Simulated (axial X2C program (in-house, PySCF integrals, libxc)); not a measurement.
# Testing model relations on InAs

A bond curve at the PBE0 level, 2c, was computed with an axial X2C code built on PySCF integrals (basis In dyall-cv3z [11s12p9d4f1g], As dyall-cv3z [9s9p6d4f1g] (cores contracted in-house)) for the state Ω = 1 (⟨Sz⟩ = 1.00, ⟨Lz⟩ = 0.00 at PBE0). Its fit gives Re = 2.7393 Å, ωe = 178.8 cm⁻¹, ωexe = 0.416 cm⁻¹ and αe = 1.722e-04 cm⁻¹; the masses are 114.9039 and 74.9216 u. Two-component means X2C with spin–orbit coupling and atomic mean-field Coulomb and Gaunt terms.

(1) Find the reduced mass, Be and the force constant.

(2) Where do the fundamental and the first overtone lie?

(3) A Morse curve ties αe to the other constants (Pekeris). How well does that hold?

(4) Estimate the centrifugal constant by the Kratzer relation.

(5) The dipole moment p changes by 4.52 D/Å at Re. What harmonic infrared intensity follows?

The state is one determinant whose occupation by symmetry is held fixed; it was picked as the lowest of a PBE0 search that is not exhaustive. Density functionals use the spin component along the axis (collinear). PBE0 can misorder states that lie within some tenths of an eV, so this need not be the ground state of the molecule. The nearest other 2c determinant of the search, Ω = 2, lies 0.34 eV up at the distance of the search. With several unpaired electrons one determinant need not be a pure state. Open-shell Ω = 0 determinants with evenly filled partner blocks cannot be reached by this program, so the Ω shown need not be the lowest component. This is the Ω = 1 component of a π² triplet; the 0⁺ component is not one determinant and can lie lowest.

## Answers

(1) From the PBE0 values: μ = 45.3510 u. Be = 16.8576/(μ Re²) = 0.04954 cm⁻¹. k = 5.8918×10⁻⁷ μ ωe² = 0.854 mdyn/Å.

(2) ν(1←0) = ωe − 2ωexe = 178.0 cm⁻¹; ν(2←0) = 2ωe − 6ωexe = 355.1 cm⁻¹.

(3) αe(Morse) = 6Be²/ωe × (√(ωexe/Be) − 1) = 1.563e-04 cm⁻¹; the PBE0 curve gives 1.722e-04 cm⁻¹, a ratio of 0.91.

(4) D = 4Be³/ωe² = 1.52e-08 cm⁻¹.

(5) I = 42.256 × (dp/dR)²/μ = 19 km/mol.
